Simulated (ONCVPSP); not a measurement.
Tc, ONCV: configuration errors across variants

```json
{
  "Element": "Tc (Z = 43)",
  "Generator": "ONCVPSP 4.0.1",
  "Type": "optimised norm-conserving Vanderbilt (ONCV)",
  "Functional": "PBE",
  "Relativity": "scalar-relativistic",
  "Frozen core": "[Ar] 3d10",
  "Valence charge": "15",
  "Reference configuration": "4s2 4p6 4d5 5s2",
  "Partial waves": "4s+5s: rc 1.55 bohr, ncon 5, nbas 10, qcut 7.9 1/bohr, 2 projectors; 4p: rc 1.20 bohr, ncon 3, nbas 7, qcut 8.1 1/bohr, 3 projectors, debl 1.2 Ha; 4d: rc 2.45 bohr, ncon 3, nbas 8, qcut 6.7 1/bohr, 1 projector",
  "Local potential": "polynomial inside 0.90 bohr (lpopt 5, dvloc0 0 Ha)",
  "Core correction": "Teter function, fcfact 4.75, rcfact 1.7"
}
```

In the p channel the program set the typed energies aside and used -1.666, 0.250, 1.450 Ha.

All-electron excitation energies from the reference (eV): (1) 4s2 4p6 4d5 5s1 8.154; (2) 4s2 4p6 4d5 5s0 23.005; (3) 4s2 4p6 4d4 5s0 51.711; (4) 4s1 4p6 4d5 5s2 79.945.

4 further variants failed, have other tests or too few solved ones, and are left out.

Errors AE − PS in meV (a dash: test not solved or not reliable):

```json
{"change": "base", "(1)": "-1.5", "(2)": "-8.5", "(3)": "-19", "(4)": "-228", "bound ghosts": "none", "GHOST(+) flags above zero": "s"}
{"change": "s: qcut 5.4", "(1)": "-2.1", "(2)": "-13", "(3)": "-21", "(4)": "-365", "bound ghosts": "none", "GHOST(+) flags above zero": "s"}
{"change": "s: qcut 6.5", "(1)": "-1.8", "(2)": "-10", "(3)": "-20", "(4)": "-288", "bound ghosts": "none", "GHOST(+) flags above zero": "s"}
{"change": "s: qcut 7.3", "(1)": "-1.6", "(2)": "-9.1", "(3)": "-19", "(4)": "-249", "bound ghosts": "none", "GHOST(+) flags above zero": "s"}
{"change": "s: qcut 7.7", "(1)": "-1.5", "(2)": "-8.7", "(3)": "-19", "(4)": "-234", "bound ghosts": "none", "GHOST(+) flags above zero": "s"}
{"change": "s: qcut 8.7", "(1)": "-1.4", "(2)": "-7.8", "(3)": "-18", "(4)": "-207", "bound ghosts": "none", "GHOST(+) flags above zero": "s"}
```

(1) Give the same row for: s: qcut 4.9.

Results:

(1) -2.3, -14, -22, -403; bound ghosts: none; GHOST(+) flags above zero: s.
